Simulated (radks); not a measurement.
Results of a calculation; reference values are marked as such.
Ionisation of Ca, [Ar] 4s2, to Ca+, [Ar] 4s1, under several functionals. Scalar-relativistic Kohn-Sham, spin-polarised, spherical densities, finite nucleus; open shells are filled with parallel spins first; a radial shooting solver on a logarithmic mesh with Libxc functionals.

functional,E(Ca) (hartree),Exc (hartree),IE (eV),-e(HOMO) (eV),<r> HOMO (bohr),IE error (eV)
"LDA (Slater exchange, Perdew-Wang correlation)",-678.69038,-34.30282,6.241,3.864,3.973,+0.128
PW91,-680.54856,-36.21144,6.122,3.797,4.015,+0.009
BLYP,-680.56296,-36.22349,6.077,3.614,3.997,-0.036
SOGGA,-679.32977,-34.96094,5.941,3.695,4.029,-0.172

NIST Atomic Spectra Database: 6.113 eV (measured). Closest: PW91. The Delta-SCF values span 0.30 eV, the total energies 1.87 hartree. The highest occupied level is 4s.
